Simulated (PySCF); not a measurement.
An unknown shows these calculated signals:

$^{1}$H NMR (500 MHz, computed): δ 7.56 (m, 2H), 7.43 (m, 2H), 3.05 (m, 4H), 2.10 (m, 2H).

$^{13}$C{$^{1}$H} NMR (computed): δ 149.3 (C), 131.7 (CH), 129.8 (CH), 36.8 (CH2), 28.9 (CH2).

- σ from GIAO-PBE0/pcSseg-1
- coordinates at the GFN2-xTB level
- run in PySCF 2.14
- relativity neglected, in vacuum, one conformer, averaged over atoms made equivalent by symmetry, fast rotation or ring inversion

Referencing at the same level of theory: $^{1}$H and $^{13}$C vs TMS.

Which of these does the molecule contain: a benzene ring, an aldehyde, a non-aromatic C=C double bond, a ketone?

## Answers


- A benzene ring: yes.
- An aldehyde: no.
- A non-aromatic C=C double bond: no.
- A ketone: no.

The data belong to indan (SMILES c1ccc2c(c1)CCC2); they needn't prove each group on their own.

Carbon signals by region: 3 in the sp2 and nitrile region (100–160 ppm), 2 below 50 ppm.

Shifts are as computed. Against solution values, carbons near 30 ppm lie about +3 ppm off and those near 130 ppm about +5 ppm. Of 1211 compounds with measured shifts, 218 miss one by over three times the rms of a fit or turn the order of signals round; such compounds aren't used in these exercises. Multiplicities follow the n + 1 count of equivalent neighbours, as no J values were calculated; m marks all less simple cases, F and P coupling included.
